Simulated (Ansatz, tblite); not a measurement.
AlAs nanocrystals, H-capped: gap (eV) at several levels, gas phase, relaxed structures; Ansatz, xTB through tblite. Levels of anions in sets without diffuse functions are rough. A dash marks a value that wasn't run or was left out as unsound. The structures are stationary points that may keep the symmetry of their start.

```
                            species    state            geometry  GFN2-xTB  PBE-D4/def2-SVP  PBE-D4/def2-TZVP  r2SCAN-D4/def2-TZVP  PBE0-D4/def2-SVP  PBE0-D4/def2-TZVP
       Al4As4H14, cut from wurtzite  singlet  r2SCAN-D4/def2-SVP      3.04             4.28              4.21                 4.62              6.10               6.01
   Al5As4H16⁻, cut from zinc blende  singlet     PBE-D4/def2-SVP      2.96             4.16              4.11                 4.50              5.97               5.89
       Al6As6H18, cut from wurtzite  singlet     PBE-D4/def2-SVP      2.45             3.77              3.73                 4.12              5.54               5.49
   Al6As7H20⁺, cut from zinc blende  singlet     PBE-D4/def2-SVP      2.43             3.68              3.63                 4.01              5.47               5.41
    Al7As7H20, cut from zinc blende  singlet     PBE-D4/def2-SVP      2.27             3.48              3.47                 3.83              5.23               5.20
Al8As7H22⁻, cut from wurtzite, disc  singlet     PBE-D4/def2-SVP      2.78             3.93              3.85                 4.26              5.63               5.54
       Al8As8H22, cut from wurtzite  singlet     PBE-D4/def2-SVP      2.65             3.96              3.88                    –              5.64               5.55
       Al9As9H24, cut from wurtzite  singlet     PBE-D4/def2-SVP      2.58             3.83              3.76                 4.15              5.52               5.43
     Al10As9H26⁻, cut from wurtzite  singlet     PBE-D4/def2-SVP      2.38             3.68              3.62                 3.99              5.33               5.25
  Al10As10H30, cut from zinc blende  singlet  r2SCAN-D4/def2-SVP      2.74             3.87              3.82                    –              5.57               5.51
  Al13As13H30, cut from zinc blende  singlet  r2SCAN-D4/def2-SVP      2.57             3.74              3.71                 4.12              5.38               5.34
 Al13As14H34⁺, cut from zinc blende  singlet     PBE-D4/def2-SVP      2.39             3.52              3.49                 3.87              5.19               5.16
 Al15As14H36⁻, cut from zinc blende  singlet     PBE-D4/def2-SVP      2.28             3.27              3.23                    –              4.89               4.83
```
